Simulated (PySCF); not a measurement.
What does the PBE0-D3(BJ)/def2-SVP structure of `C=[CH][Al]([Cl])[Cl]` (AlCl2(vinyl)) look like in three dimensions?

```
atom  x, y, z in Å
Al1    0.9786    0.9818   -0.2882
Cl2    2.9798    1.2120   -0.8643
Cl3   -0.1425    2.7173    0.0663
C4     0.1432   -0.7358   -0.0710
C5    -1.1342   -0.8363    0.3303
H6     0.6928   -1.6661   -0.2660
H7    -1.7481    0.0468    0.5456
H8    -1.6314   -1.8054    0.4636
```

Orientation and origin are arbitrary. Atoms count from 1 in this order. Al1 (aluminium bonded to C and 2 Cl) is planar (angles 123.0°, 119.2° and 117.8°, sum 360.0°, 0.00 Å off the plane of its three neighbours). The 5 heavy atoms lie in one plane (0.009 Å rms).

Bonds between heavy atoms (Å): Al1–Cl2 2.095, Al1–Cl3 2.096, Al1–C4 1.922, C4–C5 1.343.

Computed, not measured: PBE0-D3(BJ)/def2-SVP geometry optimisation, gas phase in PySCF 2.14.0.

Point group: Cs (tolerance 0.08 Å). PBE0-D3(BJ)/def2-SVP frequencies: not computed here. The numbers are those of one conformer (Al1–C4–C5–H 0° and 180°).

On an Intel Xeon at 2.70 GHz with one thread, shared host with 64 logical CPUs at a one-minute load of 63, this took 46 s and 0.38 GiB of memory at its peak. These figures are those of the optimisation.
